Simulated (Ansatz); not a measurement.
```yaml
crystal:
  periodic: [false, false, false]
  atoms:
    - {symbol: C, position_ang: [-0.524237, 1.379683, 0.164858]}
    - {symbol: C, position_ang: [-0.747273, -0.071651, 0.288148]}
    - {symbol: Si, position_ang: [0.840863, -0.890396, -0.291289]}
    - {symbol: F, position_ang: [0.730669, -2.490012, -0.205179]}
    - {symbol: H, position_ang: [-0.719389, 1.894742, -0.766386]}
    - {symbol: H, position_ang: [-0.063089, 1.941116, 0.966563]}
    - {symbol: H, position_ang: [-0.941720, -0.381122, 1.319501]}
    - {symbol: H, position_ang: [-1.570213, -0.425538, -0.340173]}
    - {symbol: H, position_ang: [1.106795, -0.535505, -1.706222]}
    - {symbol: H, position_ang: [1.970796, -0.472516, 0.573179]}
basis:
  gaussian: {orbitals: def2-TZVP}
magnetization: {spin_polarized: true, initial_magnetization: 1}
hamiltonian: {xc: {name: wB97X-V}}
output: {forces: true}
```

```sh
$ ansatz run in.yaml --threads 4 --pin off --events-out ev --progress --plain --max-ram 10444MiB
```

Output, abridged:

```
Functional definition: wB97X-V
1032 factors; their error is unknown
283 factors; integrals over basis functions are off by at most 1.1e-5 eV
mean field evaluation 1: about -12762.2432 eV, gradient 3.1e1 eV
mean field evaluation 2: about -12763.5003 eV, gradient 2.8e1 eV
mean field evaluation 4: about -12765.9615 eV, gradient 1.5e0 eV
mean field evaluation 8: about -12765.9887 eV, gradient 4.3e-2 eV
mean field evaluation 16: about -12766.0028 eV, gradient 8.1e-5 eV
mean field -12766.00277664 eV, -469.1419489342 hartree, gradient 8.1e-5 eV, S^2 0.754510; 0 other end points of the search recorded, 0 dependent functions left out
reference -12766.00277488 eV, -469.1419488692 hartree; 21, 20 occupied and 145, 146 virtual orbitals, 1032 factors
Total energy: -12766.00277488 eV, -469.1419488692 hartree
Atom 0 at    -0.524237     1.379683     0.164858 Å, force     0.013336     0.188405    -0.010377 eV/Å
Atom 1 at    -0.747273    -0.071651     0.288148 Å, force     0.002721    -0.234424     0.005556 eV/Å
Atom 2 at     0.840863    -0.890396    -0.291289 Å, force     0.080189     0.141931    -0.033686 eV/Å
Atom 3 at     0.730669    -2.490012    -0.205179 Å, force    -0.023770    -0.123851     0.011968 eV/Å
Atom 4 at    -0.719389     1.894742    -0.766386 Å, force    -0.016136     0.027010    -0.049111 eV/Å
Atom 5 at    -0.063089     1.941116     0.966563 Å, force     0.019939     0.029321     0.046005 eV/Å
Atom 6 at    -0.941720    -0.381122     1.319501 Å, force    -0.009528    -0.000311     0.046530 eV/Å
Atom 7 at    -1.570213    -0.425538    -0.340173 Å, force    -0.038091    -0.002349    -0.028498 eV/Å
Atom 8 at     1.106795    -0.535505    -1.706222 Å, force    -0.005710    -0.012270     0.028746 eV/Å
Atom 9 at     1.970796    -0.472516     0.573179 Å, force    -0.022950    -0.013462    -0.017133 eV/Å
Dipole moment:    -0.114878     0.268356     0.036031 e Å
```

Hardware: 4 threads of an Arm Neoverse N1 on a shared host. Wall time 13 s, peak host memory 0.59 GiB.
